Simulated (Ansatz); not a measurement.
AlGe19PH32, a doped nanocrystal cut from the lattice of germanium (Al and P 4.0 A apart), relaxed as a singlet with RKS PBE-D4/def2-SVP in Ansatz, starting from the GFN2-xTB geometry. Force threshold 0.03 eV/Å.

Single mean-field runs in def2-SVP are fitted with def2-universal-jkfit.

Start:

```xyz
53

P    -1.453   -4.074    0.834
Ge   -0.750   -1.410    3.617
Ge    2.903   -0.978    2.945
Ge   -3.809   -1.049    0.038
Al    0.454   -0.919   -0.476
Ge   -2.516   -0.345   -3.399
Ge   -2.201    2.316   -0.857
Ge    0.718    1.973    2.558
Ge    4.470    2.633    1.759
Ge    1.748    2.828   -1.210
Ge   -0.754    3.246   -4.348
Ge   -3.620   -3.458    0.196
Ge   -1.115   -3.753    3.128
Ge    0.324   -3.433   -0.618
Ge    0.741   -0.405    1.954
Ge    4.795    0.281    2.149
Ge   -1.836   -0.102   -1.062
Ge    2.046    0.450   -1.705
Ge   -1.318    0.999   -4.997
Ge   -0.446    3.566   -1.969
Ge    2.213    3.254    1.144
H    -1.502   -5.452    0.738
H    -0.356   -1.449    5.088
H    -2.185   -0.892    3.713
H     3.207   -2.463    2.770
H     2.837   -0.877    4.463
H    -4.082   -0.671    1.493
H    -5.193   -0.879   -0.574
H    -2.435   -1.802   -3.842
H    -4.009   -0.087   -3.549
H    -2.385    2.764    0.586
H    -3.549    2.703   -1.453
H     1.122    2.158    4.015
H    -0.685    2.563    2.571
H     4.913    3.403    2.990
H     5.474    3.100    0.720
H     2.777    3.645   -2.008
H    -1.817    4.192   -4.874
H     0.472    3.689   -5.127
H    -4.415   -4.295    1.197
H    -3.729   -4.298   -1.076
H    -2.311   -4.540    3.663
H     0.031   -4.742    3.329
H     1.310   -4.466   -0.034
H    -0.189   -4.292   -1.792
H     5.991    0.052    3.053
H     5.252   -0.371    0.857
H     2.024    0.407   -3.232
H     3.542    0.232   -1.498
H    -0.041    0.253   -5.340
H    -2.045    0.997   -6.327
H    -0.642    5.054   -1.657
H     2.023    4.742    1.459
```

(1) Estimate the energy that the relaxation releases and the steps that it takes.

(2) Does the start keep its bonding and symmetry?

(3) Predict the relaxed structure.

Results:

(1) 91.0 kJ/mol, in 11 steps; 81 s on 11 threads of AMD EPYC 7R13 on a shared host and a whole NVIDIA H100 80GB HBM3. No frequencies were taken in this run, so the end may be a saddle point.

(2) By distances, no bond broke or formed. The bond that changes most is P1–H22, from 1.38 to 1.43 Å (atoms count from 1). Point group Cs at the start, Cs at the end, both within 0.05 Å.

(3) 
Cartesian coordinates in Å:
```
P -1.392 -4.123 0.778
Ge -0.900 -1.365 3.574
Ge 2.863 -1.057 2.942
Ge -3.789 -1.028 0.196
Al 0.323 -0.766 -0.352
Ge -2.535 -0.425 -3.369
Ge -2.275 2.432 -0.770
Ge 0.632 2.092 2.628
Ge 4.428 2.542 1.806
Ge 1.784 2.792 -1.246
Ge -0.817 3.158 -4.323
Ge -3.565 -3.467 0.109
Ge -1.020 -3.764 3.087
Ge 0.351 -3.259 -0.625
Ge 0.703 -0.294 2.062
Ge 4.733 0.113 1.883
Ge -1.941 0.015 -1.029
Ge 2.046 0.396 -1.711
Ge -1.082 0.796 -4.915
Ge -0.440 3.566 -1.933
Ge 2.181 3.259 1.129
H -1.428 -5.551 0.667
H -0.490 -1.337 5.078
H -2.366 -0.854 3.477
H 3.022 -2.593 2.717
H 2.920 -0.819 4.482
H -3.879 -0.678 1.709
H -5.198 -0.787 -0.428
H -2.436 -1.954 -3.669
H -4.016 -0.010 -3.626
H -2.333 2.826 0.734
H -3.626 2.862 -1.421
H 1.097 2.310 4.102
H -0.816 2.649 2.506
H 4.705 3.097 3.237
H 5.505 3.152 0.859
H 2.814 3.661 -2.041
H -2.122 3.899 -4.744
H 0.346 3.758 -5.170
H -4.475 -4.320 1.042
H -3.633 -4.063 -1.325
H -2.166 -4.588 3.744
H 0.319 -4.526 3.301
H 1.510 -4.148 -0.068
H -0.099 -3.961 -1.949
H 6.043 -0.200 2.669
H 4.914 -0.438 0.441
H 1.913 0.236 -3.257
H 3.528 0.047 -1.373
H 0.308 0.104 -4.946
H -1.679 0.707 -6.353
H -0.551 5.107 -1.696
H 2.082 4.798 1.380
```
Bond lengths: 19 × Ge–Ge 2.45 Å; 4 × Al–Ge 2.48 to 2.51 Å; 3 × Ge–P 2.37 to 2.40 Å; 31 × Ge–H 1.55 to 1.56 Å; 1 × H–P 1.43 Å.
